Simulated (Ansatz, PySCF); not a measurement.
Energy difference 3 R1 → P1, each structure at its B3LYP-D3(BJ)/def2-TZVP stationary point, reached from a drawn start (curvature not checked).
R1, OSi (SMILES [O+]#[Si-]) (charge 0, multiplicity 1):
```xyz
2

Si     0.00000     0.00000    -0.75657
O      0.00000     0.00000     0.75657
```
P1: O3Si3 (SMILES [o+]1[si-][o+][si-][o+][si-]1), charge 0, multiplicity 1.

P less R. No zero-point or thermal terms.

Programs: Ansatz (an electronic-structure program) with Gaussian orbitals; PySCF for the D3/D4 terms. All values are computed, each at the level named.

One of these levels gives -503.6 kJ/mol for the reaction energy. Name it.
A) SVWN5/def2-TZVPP
B) BLYP-D3(BJ)/def2-TZVPP
C) r2SCAN-D4/def2-TZVPP

C, r2SCAN-D4/def2-TZVPP. The others give -558.5 (SVWN5/def2-TZVPP), -442.8 (BLYP-D3(BJ)/def2-TZVPP)
